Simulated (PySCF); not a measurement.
# Ru⁺: excitation energy

Ru⁺ [Kr] 4d7 (4F) → Ru⁺ [Kr] 4d6 5p1 (high-spin determinant), as a difference of total energies. Calculation: PySCF 2.14, in aug-cc-pVTZ-PP with ECP28MDF (6s6p5d3f2g, 88 functions); scalar relativity through the core potential. Correlated levels: valence: 4s2 4p6 frozen. The calculations carry no spin-orbit coupling.

| method | excitation energy (eV) |
| --- | --- |
| UHF | 4.690 |
| LDA | 5.628 |
| PBE | 5.595 |
| PBE0 | 5.583 |
| r2SCAN | 5.362 |
| B97-3 | 5.967 |
| TPSSh | 5.684 |
| BP86 | 5.675 |
| B3LYP | 5.770 |
| MP2 (valence) | 5.662 |
| SCS-MP2 (valence) | 6.065 |

How much does correlation contribute at MP2 (valence)?

5.662 − (4.690) = 0.972 eV, measured against UHF.

The determinant of the upper state mixes LS terms, which raises its energy above the lowest term, most at the Hartree-Fock and MP2 levels.
